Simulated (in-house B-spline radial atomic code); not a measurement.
**Mn⁶⁺: [Ne] 3s2 3p5 3d1 4d1 (an excited or competing configuration)**

Computed with an all-electron radial atomic-structure program (B-spline basis): non-relativistic LC-wPBE, spin-polarised, spherical fractional occupations, point nucleus.

Screening seen three ways: the hydrogenic charge with the same mean radius, Z_r = [3n² - l(l+1)]/(2<r>), the one with the same energy, Z_e = n√(-2ε), and Slater's rules. Values are occupation-weighted means over spin.

| shell | electrons | ε (eV) | <r> (bohr) | Z_r | Z_e | Slater |
| --- | --- | --- | --- | --- | --- | --- |
| 1s | 2 | -6512.6 | 0.06156 | 24.37 | 21.88 | 24.70 |
| 2s | 2 | -871.67 | 0.2819 | 21.28 | 16.01 | 20.85 |
| 2p | 6 | -766.93 | 0.2478 | 20.18 | 15.02 | 20.85 |
| 3s | 2 | -206.24 | 0.803 | 16.81 | 11.68 | 14.10 |
| 3p | 5 | -173.56 | 0.8176 | 15.29 | 10.71 | 14.10 |
| 3d | 1 | -117.1 | 0.8241 | 12.74 | 8.80 | 8.00 |
| 4d | 1 | -48.569 | 2.23 | 9.42 | 7.56 | 7.00 |

The least bound orbital is 4d up at -48.57 eV, and it is also the most diffuse (<r> = 2.23 bohr).

The density falls to 0.001 bohr⁻³ at 3.403 bohr; Σ<r²> = 12.462 bohr² gives, by the non-relativistic formula and without the paramagnetism of open shells, a Langevin diamagnetic susceptibility of -9.87×10⁻⁶ cm³/mol.

Caution: exact exchange at fractional occupations of open shells leaves self-interaction of up to several eV.
